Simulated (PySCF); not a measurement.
C3H11InS, singlet at its GFN2-xTB optimised geometry (Å):

```
16

In    -0.7079    -0.9330     0.0000
C     -1.9212    -1.2065    -1.8513
H     -2.9228    -0.8020    -1.7047
H     -2.0124    -2.2629    -2.1012
H     -1.4548    -0.6937    -2.6915
C     -1.7556    -1.0054     1.9821
H     -2.7791    -0.6344     1.9062
H     -1.2301    -0.4307     2.7471
H     -1.8044    -2.0390     2.3217
C      1.5280    -0.9330     0.0000
H      1.9133    -0.6211     0.9715
H      1.9115    -0.2561    -0.7638
H      1.9095    -1.9311    -0.2104
S     -0.8305     1.9311     0.0000
H     -1.9133     1.8531     0.7646
H     -0.0193     1.8988     1.0515
```

Level of theory: PySCF with PBE0/def2-TZVP, def2 effective core potentials past Kr. The core electrons that the potentials of In replace are not part of the density.

Map of the deformation density (molecule minus spherical neutral atoms) (e/bohr³) on the plane z = 1.0 Å:

```
|...........................|
|...........................|
|...........................|
|...........................|
|...... ....... ............|
|....   ... .:.  ...........|
|....   .:. :=-   ..........|
|....   :-. :*#.  ..........|
|....   .:. .-:   ..........|
|....    .. ...   ..........|
|.....    ....   ...........|
|....... ...................|
|..................   ......|
|....................  .....|
|... ....::........::.  ....|
|... ...:-::......:=@-. ....|
|... ...:--:.......-+:. ....|
|.......:--:................|
|........::.......     .....|
|.................    ......|
|.................. ........|
|...........................|
|...........................|
|...........................|
|...........................|
|...........................|
|...........................|
```
Scale: ten equal steps from -0.014 (start of ' ') to 0.093 (end of '@'), in the order ' .:-=+*#%@'; x runs from -4.00 to 4.00, y from -4.00 (bottom) to 4.00 (top).
